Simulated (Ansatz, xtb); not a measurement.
# Relaxing a trial structure of AlCl2GaH2

The starting geometry of this gas-phase singlet has its atoms placed at random.

```xyz
6

Al   -0.2011   -0.3305   -0.1862
Cl    0.3561    2.0558   -0.3583
Cl    0.3811    0.0158   -2.1355
Ga   -0.0875    0.8430    1.5287
H    -0.2880   -0.9199    1.6778
H    -1.2324   -1.1480    1.0886
```

Q: Guess where an optimisation with r2SCAN-D4/def2-SVP ends from this start.

A: It ends as a structure with Cl2 bridging Al1 and Ga4, H5 bridging Al1 and Ga4, given below by its coordinates. Distances that change by over a tenth: Al1–Ga4 (2.08 → 3.02 Å), Al1–H6 (1.83 → 1.57 Å), Cl2–Ga4 (2.29 → 2.53 Å). Contacts that close: Al1–H5 (1.96 → 1.69 Å).

The energy falls by 7.56 eV over 16 steps:

```json
{"step": "1", "E − E(last) (eV)": "7.565"}
{"step": "3", "E − E(last) (eV)": "3.605"}
{"step": "4", "E − E(last) (eV)": "2.298"}
{"step": "6", "E − E(last) (eV)": "0.739"}
{"step": "8", "E − E(last) (eV)": "0.173"}
{"step": "9", "E − E(last) (eV)": "0.095"}
{"step": "11", "E − E(last) (eV)": "0.016"}
{"step": "13", "E − E(last) (eV)": "0.001"}
{"step": "14", "E − E(last) (eV)": "0.000"}
{"step": "16", "E − E(last) (eV)": "0.000"}
```

Final geometry (Å):

```xyz
6

Al   -0.5562   -0.2979   -0.1551
Cl   -0.4979    1.9376    0.2253
Cl    0.8356   -0.7667   -1.6898
Ga    0.9475    1.0380    2.1007
H     0.2329   -0.5534    1.3193
H    -2.0337   -0.8414   -0.1853
```

From the same start GFN2-xTB ends elsewhere, differing in Cl3–Ga4 (2.53 against 4.20 Å here), Ga4–H5 (4.43 against 1.91 Å here).

From so rough a start the end depends on the optimiser's path, so another program may land elsewhere. The end wasn't checked by frequencies. Run with Ansatz 0.2.0, 2.4 min on 1 thread of Arm Neoverse N1, on a shared host.
